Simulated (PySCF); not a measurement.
Si(2+): excitation energy

Si(2+) [Ne] 3s2 (1S) → Si(2+) [Ne] 3d2 (3F), as a difference of total energies. All numbers are calculated (PySCF 2.14, the spin-free X2C one-electron Hamiltonian (Gaussian nucleus), in x2c-QZVPPall with one added diffuse shell each of s, p, d, f type (10s7p5d3f1g, 86 functions)). Correlated levels: valence: [Ne] frozen; valence and next inner shell: 1s2 frozen. The calculations carry no spin-orbit coupling.

```tsv
method	excitation energy (eV)
UHF	35.375
LDA	35.201
PBE	34.519
PBE0	34.923
r2SCAN	34.562
B97-3	35.169
BP86	34.530
M06-L	34.314
MP2 (valence)	36.075
SCS-MP2 (valence)	36.396
MP2 (valence and next inner shell)	36.424
SCS-MP2 (valence and next inner shell)	36.674
```

Q: How much does correlation contribute at MP2 (valence and next inner shell)?

A: 36.424 − (35.375) = 1.049 eV, measured against UHF.

The upper state lies above the first ionisation limit, where it may autoionise and the basis confines it.

The promoted electron is Rydberg-like, and one or two diffuse shells describe it only roughly, which tends to raise the upper state.
